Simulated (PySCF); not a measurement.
Peak assignment

Bonds (- single, = double, # triple, : aromatic): C1-Si2, Si2-O3, O3-Si4, Si2-N5, N5-Si6, N5-Si7. C1 carries H8, H9, H10; Si2 carries H11; Si4 carries H12, H13, H14; Si6 carries H15, H16, H17; Si7 carries H18, H19, H20. Stereochemistry as in C[Si@@H](O[SiH3])N([SiH3])[SiH3].

[PySCF 2.14: NMR shieldings at PBE0/pcSseg-1/GIAO; coordinates at the GFN2-xTB level; isolated molecule; averaged over atoms made equivalent by symmetry, fast rotation or ring inversion; relativity neglected; one computed conformer]

References, each an isolated molecule treated in the same way: TMS for 1H (σref 31.72).

**Question.** Assign these signals to the numbered atoms. 1H NMR (400 MHz, computed): δ 5.24 (q, 1H), 5.23 (s, 3H), 4.75 (s, 6H), 0.27 (d, 3H).

**Answer.** 
| δ (ppm) | atoms | environment | reason |
| --- | --- | --- | --- |
| 5.24 | H11 | hydrogen on a silicon bonded to C, N, O | – |
| 5.23 | H12/H13/H14 | hydrogen on a silicon bonded to O | – |
| 4.75 | H15/H16/H17/H18/H19/H20 | hydrogen on a silicon bonded to N | – |
| 0.27 | H8/H9/H10 | hydrogen on a methyl carbon bonded to Si | an electropositive neighbour shields it, as in TMS itself |

H11 and H12/H13/H14 lie closer than the usual error of such a calculation, so a measured spectrum could show them in the other order.

No couplings were computed; multiplicities are counted from neighbouring protons, with m where these are inequivalent, close in shift, in a saturated or five-membered ring or joined by F or P, and br s for small geminal =CH2 splittings.
